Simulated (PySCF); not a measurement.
Molecule: `C(C(N)=O)(F)(F)F`, C$_{2}$H$_{2}$F$_{3}$NO.

Molfile (atoms numbered from 1):
```
C2H2F3NO
     RDKit          3D

  9  8  0  0  0  0  0  0  0  0999 V2000
    1.2053   -0.6461   -0.1666 N   0  0  0  0  0  0  0  0  0  0  0  0
    0.4827    0.4500    0.1375 C   0  0  0  0  0  0  0  0  0  0  0  0
    0.9176    1.5186    0.4866 O   0  0  0  0  0  0  0  0  0  0  0  0
   -1.0446    0.2414    0.0482 C   0  0  0  0  0  0  0  0  0  0  0  0
   -1.6091    1.2366   -0.6138 F   0  0  0  0  0  0  0  0  0  0  0  0
   -1.5635    0.1942    1.2695 F   0  0  0  0  0  0  0  0  0  0  0  0
   -1.3593   -0.9069   -0.5747 F   0  0  0  0  0  0  0  0  0  0  0  0
    2.2138   -0.5844   -0.1107 H   0  0  0  0  0  0  0  0  0  0  0  0
    0.7707   -1.4969   -0.4940 H   0  0  0  0  0  0  0  0  0  0  0  0
  1  2  1  0
  2  3  2  0
  2  4  1  0
  4  5  1  0
  4  6  1  0
  4  7  1  0
  1  8  1  0
  1  9  1  0
M  END
```

Geometry PBE0-D3(BJ)/def2-SVP throughout; GIAO in PySCF 2.14, gas phase, one conformer, non-relativistic; equivalent atoms averaged; basis pcSseg-2.

(1) How do the absolute shieldings σ depend on the functional? (ppm; last column core-seconds on shared hosts with different chips, so compare them loosely; the GGAs took longer than the global hybrids here, which isn't the general rule, and the cause wasn't traced)

(2) Which nucleus moves most, in ppm?

Answers

(1) 
```tsv
functional	kind	N1	C2	C4	O3	F5/F6/F7	H9	H8	core-s
HF	Hartree–Fock	169.8	22.1	83.3	-57.3	303.4	25.75	26.52	14
LDA	LDA	144.5	12.6	47.0	-82.8	240.8	24.75	26.03	26
BP86	GGA	146.4	16.5	49.5	-70.4	246.6	25.30	26.57	35
B97-D	GGA	148.9	20.0	52.4	-58.1	253.7	25.46	26.71	34
B3LYP	global hybrid	148.7	12.7	52.6	-77.4	258.5	25.46	26.57	25
mPW1PW91	global hybrid	152.0	17.2	58.4	-76.1	263.7	25.36	26.45	28
WP04	global hybrid	138.6	7.1	43.1	-82.3	260.8	25.55	26.61	25
BHandHLYP	global hybrid	156.5	15.1	64.2	-75.5	276.5	25.52	26.45	24
LC-wPBE	range-separated hybrid	158.2	14.5	59.4	-73.4	268.7	25.44	26.46	44
```

(2) F5/F6/F7 (fluorine of a CF3 group): from 240.8 ppm with LDA to 303.4 ppm with HF. The smallest spread is 0.68 ppm, at H8. Proton shifts span only some 12 ppm, so a few tenths of a ppm matter as much there as several ppm in carbon.
